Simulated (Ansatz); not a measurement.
Reactions of AlCl₂H (`[Cl][AlH][Cl]`).

Isolated molecules relaxed with PBE0-D4/def2-TZVP in Ansatz; ΔE leaves out vibrations. CBS: MP2 limit from def2 TZ/QZ plus the TZ coupled-cluster correction, frozen cores. Small cases extrapolate CCSD(T) itself. Functionals use def2-TZVPP. Open shells (•) are unrestricted, without spin–orbit coupling. Spin–orbit coupling would lower the free atoms: a little for Al, Cl. For Ge outer-core shells are correlated without core-valence functions, so the limit isn't a true one: a few kJ/mol of doubt a bond, and 10 to 20 or more in all where bonds break to atoms. Scalar relativity is left out up to krypton. Each species was taken in one conformer, which may not be the lowest.

```
                                                                                                                                 reaction  r2SCAN-D4 (kJ/mol)
                                                          `[Cl][AlH][Cl]` + `N[B]([SiH3])[GeH3]` → `[SiH3][Al]([Cl])[Cl]` + `N[BH][GeH3]`                 -25
                                                                `[Cl][AlH][Cl]` + `CC[Si](F)(F)F` → `C[CH2][Al]([Cl])[Cl]` + `F[SiH](F)F`                  13
                                                                                                       `[Cl][AlH][Cl]` → Al• + 2 Cl• + H•                1185
`[Cl][AlH][Cl]` + `FC(F)(F)C1=CC(C(F)(F)F)=[O+][Al-]([F])([F])[O]1` → `FC(F)(F)C1=CC(C(F)(F)F)=[O+][Al-]([Cl])([Cl])[O]1` + `[F][AlH][F]`                   1
                                                                                                   `[Cl][AlH][Cl]` → `[Cl][Al][Cl]`• + H•                 348
```

(1) Give the CCSD(T)/CBS values in the same order. (Best estimate.)

Largest T1 diagnostic: 0.018, for Al•.

Extrapolated directly: `[Cl][AlH][Cl]` → Al• + 2 Cl• + H•.

## Answers

(1) Computed: -23, 11, 1184, -3, 371 kJ/mol.
